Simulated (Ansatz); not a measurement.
Reaction (hydrogenolysis of a B–O bond): `F[B]([AlH2])[O][AlH2]` + H₂ → `F[BH][AlH2]` + `[OH][AlH2]`

Computed with Ansatz on PBE0-D4/def2-TZVP structures; ΔE is electronic, products minus reactants. CBS: MP2 limit from def2 TZ/QZ plus the TZ coupled-cluster correction, frozen cores. This one scheme is used for every species. Functionals use def2-TZVPP. HSE06 is defined as in plane-wave codes. One conformer a species, not always the lowest.

`F[B]([AlH2])[O][AlH2]`:

Z-matrix (Å, degrees):
```
B
Al 1 2.154
O 1 1.336 2 123.5
F 1 1.348 2 119.5 3 180.0
H 2 1.592 1 121.3 3 -89.9
H 2 1.592 1 121.3 3 88.5
Al 3 1.695 1 162.3 2 -179.2
H 7 1.576 3 117.1 1 90.5
H 7 1.576 3 117.1 1 -92.9
```

H₂:

```xyz
2

H     0.042   -0.327    0.175
H    -0.042    0.327   -0.175
```

`F[BH][AlH2]`:

Cartesian coordinates in Å:
```
F 0.027 -1.347 -1.646
B -0.307 -1.002 -0.406
Al 0.270 0.918 0.400
H -0.939 -1.844 0.189
H -0.688 2.183 0.266
H 1.637 1.093 1.197
```

`[OH][AlH2]`:

```xyz
5

O    -0.222   -1.166   -0.268
Al    0.146    0.481   -0.097
H    -0.546   -1.710    0.448
H    -0.048    1.186    1.310
H     0.669    1.210   -1.393
```

```csv
level,ΔE (kcal/mol)
B97M-V,36.1
r2SCANh-D4,36.6
HSE06-D4,35.0
BHLYP-D4,36.3
CAM-B3LYP-D4,36.2
r2SCAN,36.5
CAM-B3LYP,35.1
SCS-MP2/def2-QZVPP,35.0
```

**Question.** What does CCSD(T)/CBS give? (Best estimate.)

**Answer.** Computed: +35.1 kcal/mol. The listed levels differ from it by 1.0, 1.5, -0.1, 1.2, 1.1, 1.4, 0.0, -0.1 kcal/mol.

Largest T1 diagnostic among the species: 0.014.

The D4 term adds +1.9 kcal/mol with B3LYP and +1.1 kcal/mol with PBE0; it sums over pairs of atoms, weighted by their polarisabilities, and B3LYP, whose exchange is more repulsive, gets the larger term. Leaving LDA and LC-ωPBE aside and taking each functional with its dispersion term where it has one, the values, not all of them listed here, spread over 2.1 kcal/mol, from ωB97X-V to r2SCAN-D4. LDA lies +3.1 kcal/mol from PBE without D4. At CCSD(T), def2-SVP lies +2.7 kcal/mol from the extrapolated value and def2-TZVPP +0.0 kcal/mol.

B3LYP here is the variant with VWN-RPA as its local correlation; programs differ in this.
